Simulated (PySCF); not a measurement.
SMILES CC(C)[SiH2][SiH2]S, GFN2-xTB optimised geometry.

```
18

C      2.39    -1.15     0.39
C      0.86    -1.10     0.38
C      0.31    -2.11    -0.62
Si     0.25     0.67     0.00
Si    -2.07     0.67     0.00
S     -2.80     2.70     0.00
H      2.74    -2.16     0.64
H      2.78    -0.89    -0.59
H      2.80    -0.46     1.12
H      0.52    -1.39     1.38
H     -0.78    -2.12    -0.60
H      0.63    -1.87    -1.63
H      0.66    -3.11    -0.38
H      0.82     1.09    -1.29
H      0.81     1.58     1.01
H     -2.72     0.03     1.15
H     -2.73     0.16    -1.20
H     -2.13     3.11     1.07
```

Density from PySCF with PBE/def2-SVP at that geometry.

Minimum of the electron density along straight lines between bonded atoms, close to the bond critical point (lines longer than 1.1 times the sum of covalent radii, or with two minima, are not listed):

```json
[
 {"bond": "C1–C2", "length / Å": "1.525", "ρ at the minimum / e bohr⁻³": "0.239", "∇²ρ there / e bohr⁻⁵": "-0.51", "position (fraction from the first atom)": "0.50"},
 {"bond": "C2–C3", "length / Å": "1.526", "ρ at the minimum / e bohr⁻³": "0.238", "∇²ρ there / e bohr⁻⁵": "-0.51", "position (fraction from the first atom)": "0.50"},
 {"bond": "C2–Si4", "length / Å": "1.910", "ρ at the minimum / e bohr⁻³": "0.111", "∇²ρ there / e bohr⁻⁵": "0.28", "position (fraction from the first atom)": "0.62"},
 {"bond": "Si5–S6", "length / Å": "2.160", "ρ at the minimum / e bohr⁻³": "0.089", "∇²ρ there / e bohr⁻⁵": "…", "position (fraction from the first atom)": "0.36"},
 {"bond": "C1–H7", "length / Å": "1.090", "ρ at the minimum / e bohr⁻³": "0.273", "∇²ρ there / e bohr⁻⁵": "-0.98", "position (fraction from the first atom)": "0.63"},
 {"bond": "C1–H8", "length / Å": "1.088", "ρ at the minimum / e bohr⁻³": "0.274", "∇²ρ there / e bohr⁻⁵": "-0.99", "position (fraction from the first atom)": "0.63"},
 {"bond": "C1–H9", "length / Å": "1.088", "ρ at the minimum / e bohr⁻³": "0.275", "∇²ρ there / e bohr⁻⁵": "-0.99", "position (fraction from the first atom)": "0.63"},
 {"bond": "C2–H10", "length / Å": "1.096", "ρ at the minimum / e bohr⁻³": "0.269", "∇²ρ there / e bohr⁻⁵": "-0.93", "position (fraction from the first atom)": "0.62"},
 {"bond": "C3–H11", "length / Å": "1.089", "ρ at the minimum / e bohr⁻³": "0.273", "∇²ρ there / e bohr⁻⁵": "-0.97", "position (fraction from the first atom)": "0.62"},
 {"bond": "C3–H12", "length / Å": "1.088", "ρ at the minimum / e bohr⁻³": "0.274", "∇²ρ there / e bohr⁻⁵": "-0.99", "position (fraction from the first atom)": "0.63"},
 {"bond": "C3–H13", "length / Å": "1.090", "ρ at the minimum / e bohr⁻³": "0.273", "∇²ρ there / e bohr⁻⁵": "-0.98", "position (fraction from the first atom)": "0.63"},
 {"bond": "Si4–H14", "length / Å": "1.471", "ρ at the minimum / e bohr⁻³": "0.114", "∇²ρ there / e bohr⁻⁵": "0.31", "position (fraction from the first atom)": "0.49"},
 {"bond": "Si4–H15", "length / Å": "1.474", "ρ at the minimum / e bohr⁻³": "0.113", "∇²ρ there / e bohr⁻⁵": "0.30", "position (fraction from the first atom)": "0.49"},
 {"bond": "Si5–H16", "length / Å": "1.466", "ρ at the minimum / e bohr⁻³": "0.116", "∇²ρ there / e bohr⁻⁵": "0.30", "position (fraction from the first atom)": "0.49"},
 {"bond": "Si5–H17", "length / Å": "1.459", "ρ at the minimum / e bohr⁻³": "0.117", "∇²ρ there / e bohr⁻⁵": "0.33", "position (fraction from the first atom)": "0.49"},
 {"bond": "S6–H18", "length / Å": "1.324", "ρ at the minimum / e bohr⁻³": "…", "∇²ρ there / e bohr⁻⁵": "…", "position (fraction from the first atom)": "0.50"}
]
```

Problem. Fill in the missing entries.

Solution. 
- Si5–S6, ∇²ρ there / e bohr⁻⁵: 0.14
- S6–H18, ρ at the minimum / e bohr⁻³: 0.215
- S6–H18, ∇²ρ there / e bohr⁻⁵: -0.23
